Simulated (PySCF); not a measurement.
Excitations are Tamm–Dancoff values on a coarser integration grid. The basis has no diffuse functions, so Rydberg states are missing or too high.

Cartesian coordinates (Å):
```xyz
10

N     -1.6702    -0.5972    -0.0431
Al     0.0000     0.0000     0.0001
N      0.3180     1.7455     0.0112
N      1.3521    -1.1484     0.0327
H     -1.9478    -1.5486     0.1338
H     -2.4792    -0.0340    -0.2490
H     -0.3738     2.4572     0.1803
H      1.2169     2.1694    -0.1513
H      1.2764    -2.1343    -0.1572
H      2.3075    -0.9096     0.2426
```
Charge 0, spin multiplicity 1.

### Question
What is the computed HOMO–LUMO gap, HOMO, LUMO, T1 excitation (TDA) and dipole moment (TPSSh-D3(BJ)/def2-TZVP // B3LYP-D3(BJ)/def2-TZVP run with PySCF 2.14.0)?

### Answer

```json
{
 "HOMO–LUMO gap": "5.94 eV",
 "HOMO": "-5.92 eV",
 "LUMO": "0.02 eV",
 "T1 excitation (TDA)": "5.18 eV",
 "dipole_moment": "0.00 D"
}
```
